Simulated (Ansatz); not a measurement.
Ansatz (a first-principles code) input (B3LYP-D3(BJ)/def2-TZVP):

Ansatz 0.2 input:
```yaml
crystal:
  periodic: [false, false, false]
  atoms:
    - {symbol: O, position_ang: [-1.18193909, 0.12419927, 0.04166053]}
    - {symbol: C, position_ang: [0.00451258, -0.48234218, -0.21664706]}
    - {symbol: O, position_ang: [1.07859303, 0.30309383, 0.15369257]}
    - {symbol: H, position_ang: [-1.09182934, 1.06589480, -0.15697551]}
    - {symbol: H, position_ang: [0.00945295, -1.51938819, 0.11899586]}
    - {symbol: H, position_ang: [1.88206938, -0.07079834, -0.22496291]}
basis:
  gaussian:
    orbitals: def2-TZVP
hamiltonian:
  xc: b3lyp
  dispersion: d3bj
magnetization: {spin_polarized: true, initial_magnetization: 1}
phonons: {temperatures: {t_min: 298.15, t_max: 298.15, t_step: 100}}
```

Output:

```
Functional definition: B3LYP
integrals: 0.02 GiB planned
614 factors; their error is unknown
mean field: 0.35 GiB planned
mean field evaluation 1: about -5174.9519 eV, gradient 4.1e1 eV
mean field evaluation 2: about -5168.2327 eV, gradient 6.1e1 eV
mean field evaluation 4: about -5180.3771 eV, gradient 2.1e0 eV
mean field evaluation 8: about -5180.3964 eV, gradient 8.8e-2 eV
mean field evaluation 16: about -5180.3974 eV, gradient 3.8e-5 eV
mean field -5180.39743283 eV, -190.3760942569 hartree, gradient 3.8e-5 eV, S^2 0.752748; 0 other end points of the search recorded, 0 dependent functions left out
the calculation of the forces begins
reference -5180.39763099 eV, -190.3761015392 hartree; 13, 12 occupied and 98, 99 virtual orbitals, 614 factors
these checks for a lower state are left out or cut short: stability, starts, cluster_reference, orbital_swaps, neighbouring_geometries, increment
integrals: 0.02 GiB planned
614 factors; their error is unknown
mean field: 0.35 GiB planned
mean field -5180.39730519 eV, -190.3760895662 hartree, gradient 1.7e-6 eV, S^2 0.752742; 0 other end points of the search recorded, 0 dependent functions left out
the calculation of the forces begins
reference -5180.39750334 eV, -190.3760968481 hartree; 13, 12 occupied and 98, 99 virtual orbitals, 614 factors
these checks for a lower state are left out or cut short: stability, starts, cluster_reference, orbital_swaps, neighbouring_geometries, increment
integrals: 0.02 GiB planned
614 factors; their error is unknown
mean field: 0.35 GiB planned
mean field -5180.39733664 eV, -190.3760907220 hartree, gradient 2.9e-6 eV, S^2 0.752753; 0 other end points of the search recorded, 0 dependent functions left out
the calculation of the forces begins
reference -5180.39753481 eV, -190.3760980047 hartree; 13, 12 occupied and 98, 99 virtual orbitals, 614 factors
these checks for a lower state are left out or cut short: stability, starts, cluster_reference, orbital_swaps, neighbouring_geometries, increment
integrals: 0.02 GiB planned
614 factors; their error is unknown
mean field: 0.35 GiB planned
mean field evaluation 32: about -5180.3959 eV, gradient 3.3e-1 eV
mean field -5180.39724681 eV, -190.3760874210 hartree, gradient 3.0e-6 eV, S^2 0.752750; 0 other end points of the search recorded, 0 dependent functions left out
the calculation of the forces begins
reference -5180.39744492 eV, -190.3760947015 hartree; 13, 12 occupied and 98, 99 virtual orbitals, 614 factors
these checks for a lower state are left out or cut short: stability, starts, cluster_reference, orbital_swaps, neighbouring_geometries, increment
integrals: 0.02 GiB planned
614 factors; their error is unknown
mean field: 0.35 GiB planned
mean field -5180.39724195 eV, -190.3760872425 hartree, gradient 1.7e-6 eV, S^2 0.752746; 0 other end points of the search recorded, 0 dependent functions left out
the calculation of the forces begins
reference -5180.39744016 eV, -190.3760945264 hartree; 13, 12 occupied and 98, 99 virtual orbitals, 614 factors
these checks for a lower state are left out or cut short: stability, starts, cluster_reference, orbital_swaps, neighbouring_geometries, increment
integrals: 0.02 GiB planned
614 factors; their error is unknown
mean field: 0.35 GiB planned
mean field -5180.39741340 eV, -190.3760935429 hartree, gradient 3.0e-6 eV, S^2 0.752747; 0 other end points of the search recorded, 0 dependent functions left out
the calculation of the forces begins
reference -5180.39761160 eV, -190.3761008266 hartree; 13, 12 occupied and 98, 99 virtual orbitals, 614 factors
these checks for a lower state are left out or cut short: stability, starts, cluster_reference, orbital_swaps, neighbouring_geometries, increment
integrals: 0.02 GiB planned
[...]
mean field -5180.39727377 eV, -190.3760884118 hartree, gradient 1.6e-6 eV, S^2 0.752747; 0 other end points of the search recorded, 0 dependent functions left out
the calculation of the forces begins
reference -5180.39747187 eV, -190.3760956917 hartree; 13, 12 occupied and 98, 99 virtual orbitals, 614 factors
these checks for a lower state are left out or cut short: stability, starts, cluster_reference, orbital_swaps, neighbouring_geometries, increment
integrals: 0.02 GiB planned
614 factors; their error is unknown
mean field: 0.35 GiB planned
mean field -5180.39742317 eV, -190.3760939019 hartree, gradient 1.7e-6 eV, S^2 0.752748; 0 other end points of the search recorded, 0 dependent functions left out
the calculation of the forces begins
reference -5180.39762130 eV, -190.3761011832 hartree; 13, 12 occupied and 98, 99 virtual orbitals, 614 factors
these checks for a lower state are left out or cut short: stability, starts, cluster_reference, orbital_swaps, neighbouring_geometries, increment
integrals: 0.02 GiB planned
614 factors; their error is unknown
mean field: 0.35 GiB planned
mean field -5180.39742538 eV, -190.3760939831 hartree, gradient 1.6e-6 eV, S^2 0.752747; 0 other end points of the search recorded, 0 dependent functions left out
the calculation of the forces begins
reference -5180.39762356 eV, -190.3761012664 hartree; 13, 12 occupied and 98, 99 virtual orbitals, 614 factors
these checks for a lower state are left out or cut short: stability, starts, cluster_reference, orbital_swaps, neighbouring_geometries, increment
integrals: 0.02 GiB planned
614 factors; their error is unknown
mean field: 0.35 GiB planned
mean field evaluation 192: about -5180.3974 eV, gradient 1.7e-6 eV
mean field -5180.39741372 eV, -190.3760935549 hartree, gradient 1.7e-6 eV, S^2 0.752748; 0 other end points of the search recorded, 0 dependent functions left out
the calculation of the forces begins
reference -5180.39761190 eV, -190.3761008377 hartree; 13, 12 occupied and 98, 99 virtual orbitals, 614 factors
these checks for a lower state are left out or cut short: stability, starts, cluster_reference, orbital_swaps, neighbouring_geometries, increment
integrals: 0.02 GiB planned
614 factors; their error is unknown
mean field: 0.35 GiB planned
mean field -5180.39741480 eV, -190.3760935945 hartree, gradient 1.6e-6 eV, S^2 0.752747; 0 other end points of the search recorded, 0 dependent functions left out
the calculation of the forces begins
reference -5180.39761295 eV, -190.3761008764 hartree; 13, 12 occupied and 98, 99 virtual orbitals, 614 factors
these checks for a lower state are left out or cut short: stability, starts, cluster_reference, orbital_swaps, neighbouring_geometries, increment
integrals: 0.02 GiB planned
614 factors; their error is unknown
mean field: 0.35 GiB planned
mean field -5180.39732406 eV, -190.3760902596 hartree, gradient 1.7e-6 eV, S^2 0.752748; 0 other end points of the search recorded, 0 dependent functions left out
the calculation of the forces begins
reference -5180.39752214 eV, -190.3760975393 hartree; 13, 12 occupied and 98, 99 virtual orbitals, 614 factors
these checks for a lower state are left out or cut short: stability, starts, cluster_reference, orbital_swaps, neighbouring_geometries, increment
integrals: 0.02 GiB planned
614 factors; their error is unknown
mean field: 0.35 GiB planned
mean field -5180.39735281 eV, -190.3760913164 hartree, gradient 1.7e-6 eV, S^2 0.752747; 0 other end points of the search recorded, 0 dependent functions left out
the calculation of the forces begins
reference -5180.39755105 eV, -190.3760986014 hartree; 13, 12 occupied and 98, 99 virtual orbitals, 614 factors
these checks for a lower state are left out or cut short: stability, starts, cluster_reference, orbital_swaps, neighbouring_geometries, increment
integrals: 0.02 GiB planned
614 factors; their error is unknown
mean field: 0.35 GiB planned
mean field -5180.39741752 eV, -190.3760936945 hartree, gradient 1.7e-6 eV, S^2 0.752746; 0 other end points of the search recorded, 0 dependent functions left out
the calculation of the forces begins
reference -5180.39761572 eV, -190.3761009781 hartree; 13, 12 occupied and 98, 99 virtual orbitals, 614 factors
these checks for a lower state are left out or cut short: stability, starts, cluster_reference, orbital_swaps, neighbouring_geometries, increment
integrals: 0.02 GiB planned
614 factors; their error is unknown
mean field: 0.35 GiB planned
mean field evaluation 224: about -5180.3974 eV, gradient 1.6e-4 eV
mean field -5180.39741868 eV, -190.3760937370 hartree, gradient 3.1e-6 eV, S^2 0.752750; 0 other end points of the search recorded, 0 dependent functions left out
the calculation of the forces begins
reference -5180.39761681 eV, -190.3761010181 hartree; 13, 12 occupied and 98, 99 virtual orbitals, 614 factors
these checks for a lower state are left out or cut short: stability, starts, cluster_reference, orbital_swaps, neighbouring_geometries, increment
integrals: 0.02 GiB planned
614 factors; their error is unknown
mean field: 0.35 GiB planned
mean field -5180.39732953 eV, -190.3760904609 hartree, gradient 1.7e-6 eV, S^2 0.752748; 0 other end points of the search recorded, 0 dependent functions left out
the calculation of the forces begins
reference -5180.39752780 eV, -190.3760977471 hartree; 13, 12 occupied and 98, 99 virtual orbitals, 614 factors
these checks for a lower state are left out or cut short: stability, starts, cluster_reference, orbital_swaps, neighbouring_geometries, increment
integrals: 0.02 GiB planned
614 factors; their error is unknown
mean field: 0.35 GiB planned
mean field -5180.39730107 eV, -190.3760894150 hartree, gradient 1.7e-6 eV, S^2 0.752747; 0 other end points of the search recorded, 0 dependent functions left out
the calculation of the forces begins
reference -5180.39749913 eV, -190.3760966933 hartree; 13, 12 occupied and 98, 99 virtual orbitals, 614 factors
these checks for a lower state are left out or cut short: stability, starts, cluster_reference, orbital_swaps, neighbouring_geometries, increment
integrals: 0.02 GiB planned
614 factors; their error is unknown
mean field: 0.35 GiB planned
mean field -5180.39740447 eV, -190.3760932149 hartree, gradient 1.7e-6 eV, S^2 0.752747; 0 other end points of the search recorded, 0 dependent functions left out
the calculation of the forces begins
reference -5180.39760259 eV, -190.3761004954 hartree; 13, 12 occupied and 98, 99 virtual orbitals, 614 factors
these checks for a lower state are left out or cut short: stability, starts, cluster_reference, orbital_swaps, neighbouring_geometries, increment
integrals: 0.02 GiB planned
614 factors; their error is unknown
mean field: 0.35 GiB planned
mean field -5180.39740116 eV, -190.3760930930 hartree, gradient 1.7e-6 eV, S^2 0.752748; 0 other end points of the search recorded, 0 dependent functions left out
the calculation of the forces begins
reference -5180.39759937 eV, -190.3761003772 hartree; 13, 12 occupied and 98, 99 virtual orbitals, 614 factors
these checks for a lower state are left out or cut short: stability, starts, cluster_reference, orbital_swaps, neighbouring_geometries, increment
integrals: 0.02 GiB planned
614 factors; their error is unknown
mean field: 0.35 GiB planned
mean field evaluation 256: about -5180.3962 eV, gradient 3.0e-1 eV
mean field -5180.39740648 eV, -190.3760932887 hartree, gradient 1.7e-6 eV, S^2 0.752747; 0 other end points of the search recorded, 0 dependent functions left out
the calculation of the forces begins
reference -5180.39760459 eV, -190.3761005691 hartree; 13, 12 occupied and 98, 99 virtual orbitals, 614 factors
these checks for a lower state are left out or cut short: stability, starts, cluster_reference, orbital_swaps, neighbouring_geometries, increment
integrals: 0.02 GiB planned
614 factors; their error is unknown
mean field: 0.35 GiB planned
mean field -5180.39740622 eV, -190.3760932790 hartree, gradient 1.7e-6 eV, S^2 0.752748; 0 other end points of the search recorded, 0 dependent functions left out
the calculation of the forces begins
reference -5180.39760443 eV, -190.3761005633 hartree; 13, 12 occupied and 98, 99 virtual orbitals, 614 factors
Total energy: -5180.50000490 eV, -190.3798637110 hartree
Atom 0 at    -1.181939     0.124199     0.041661 Å, force    -0.000480     0.000266    -0.000247 eV/Å
Atom 1 at     0.004513    -0.482342    -0.216647 Å, force    -0.000097    -0.000028     0.001242 eV/Å
Atom 2 at     1.078593     0.303094     0.153693 Å, force     0.001471     0.000369    -0.000786 eV/Å
Atom 3 at    -1.091829     1.065895    -0.156976 Å, force    -0.000031     0.000620    -0.000166 eV/Å
Atom 4 at     0.009453    -1.519388     0.118996 Å, force     0.000076    -0.001737    -0.000481 eV/Å
Atom 5 at     1.882069    -0.070798    -0.224963 Å, force    -0.000939     0.000509     0.000439 eV/Å
Dipole moment:     0.304934     0.018234    -0.119131 e Å
Vibrations: 283.44 358.35 537.87 941.07 1060.48 1131.90 1197.73 1356.56 1406.19 3077.69 3767.99 3809.28 cm⁻¹, zero-point energy 1.173420 eV
```

It need not be the lowest isomer of its formula.
